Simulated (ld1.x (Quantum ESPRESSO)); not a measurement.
## iron (Fe), PAW: configuration errors across variants

- Element: Fe
- Generator: ld1.x (Quantum ESPRESSO) 7.5
- Type: PAW
- Functional: PBE
- Relativity: scalar-relativistic
- Frozen core: [Ar]
- Valence charge: 8
- Reference configuration: 3d6 4s0.5 4p0 (charge +1.5)
- Partial waves: 4s (bound): rcut 2.35, rcutus 2.55 bohr; 4s channel at -0.25 Ry: rcut 2.35, rcutus 2.55 bohr; 4p (bound, empty): rcut 2.65, rcutus 3.05 bohr; 4p channel at 4.5 Ry: rcut 2.65, rcutus 3.05 bohr; 3d (bound): rcut 0.75, rcutus 0.90 bohr; 3d channel at 1.45 Ry: rcut 0.75, rcutus 0.90 bohr
- Local potential: all-electron potential smoothed inside 1.75 bohr (lloc = -1)
- Core correction: Bessel-smoothed model core inside 0.50 bohr
- Augmentation charge: BESSEL, radius 0.55 bohr

All-electron excitation energies from the reference (eV): (1) 3d6 4s2 4p0 -15.845; (2) 3d6 4s1 4p0 -7.116; (3) 3d6 4s0 4p0 9.087; (4) 3d7 4s0 4p0 -9.209; (5) 3d6 4s1 4p1 -11.740; (6) 3d7 4s1 4p0 -16.636; (7) 3d4 4s0 4p0 96.400.

A true bound ghost makes a file unfit for plane-wave use even where its test errors are small: the radial tests pick states by their node count and pass the ghost by.

Errors AE − PS in meV (a dash: test not solved or not reliable):

```csv
change,(1),(2),(3),(4),(5),(6),(7),bound ghosts
base,+55,+5.2,+1.7,-91,+15,-59,-1662,none
"all radii but the core radius scaled by about 0.89 (s 2.26, p 2.70, d 0.80 bohr, rcut 2.08/2.34/0.66); local potential all-electron potential smoothed inside 1.54 bohr (lloc = -1); augmentation BESSEL, radius 0.48 bohr",+10,+1.5,0.0,-92,+6.4,-59,-1655,none
"all radii but the core radius scaled by about 1.10 (s 2.82, p 3.36, d 1.00 bohr, rcut 2.60/2.92/0.82); local potential all-electron potential smoothed inside 1.92 bohr (lloc = -1); augmentation BESSEL, radius 0.60 bohr",–,–,–,–,–,–,–,none
"all radii but the core radius scaled by about 1.25 (s 3.18, p 3.80, d 1.12 bohr, rcut 2.94/3.30/0.94); local potential all-electron potential smoothed inside 2.18 bohr (lloc = -1); augmentation BESSEL, radius 0.68 bohr",–,–,–,–,–,–,–,none
"all radii but the core radius scaled by about 1.38 (s 3.52, p 4.22, d 1.24 bohr, rcut 3.26/3.66/1.04); local potential all-electron potential smoothed inside 2.42 bohr (lloc = -1); augmentation BESSEL, radius 0.76 bohr",–,–,–,–,–,–,–,p
```

**Question.** Give the same row for: all radii but the core radius scaled by about 0.81 (s 2.06, p 2.46, d 0.72 bohr, rcut 1.90/2.14/0.60); local potential all-electron potential smoothed inside 1.42 bohr (lloc = -1); augmentation BESSEL, radius 0.44 bohr.

**Answer.** -0.4, +0.4, -0.8, -93, +3.1, –, –; bound ghosts: s.
